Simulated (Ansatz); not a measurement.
Species: C4H3O2, net charge 0, doublet state. It need not be the lowest isomer of its formula. SMILES: [c]1oc(cc1)O
Structure (B3LYP-D3(BJ)/def2-TZVP (Ansatz, an electronic-structure program) minimum search):
```xyz
9

O      1.8238     0.4516    -0.5597
C      0.5665     0.2371    -0.1665
C     -0.5910     0.8836    -0.4692
C     -1.6415     0.1118     0.1364
C     -1.0347    -0.9924     0.6451
O      0.3199    -0.8937     0.5614
H      2.4320    -0.0137     0.0302
H     -0.6840     1.7723    -1.0687
H     -2.6930     0.3375     0.1506
```
Charge 0, spin multiplicity 2.

Atomisation energy built up term by term with Ansatz (kcal/mol; UHF references for open shells; valence terms freeze the core; atomic spin-orbit terms are left out). CBS marks a two-point X^-3 extrapolation of the correlation energy; Hartree-Fock from the larger set.

The UHF reference is spin-contaminated (<S^2> 0.36 over the pure value in the largest basis). 

| term | basis | kcal/mol |
|---|---|---|
| Hartree-Fock | cc-pVQZ | … |
| CCSD correlation | CBS(cc-pVTZ,cc-pVQZ) | … |
| (T) | CBS(cc-pVTZ,cc-pVQZ) | 26.85 |
| core correlation | cc-pwCVTZ | 5.04 |
| scalar relativity (X2C) | cc-pVTZ-DK against cc-pVTZ | -1.18 |
| sum: De |  | … |

Problem. What belongs in the gaps?

Solution. 
- Hartree-Fock, kcal/mol: 660.54
- CCSD correlation, kcal/mol: 276.76
- sum: De, kcal/mol: 968.0
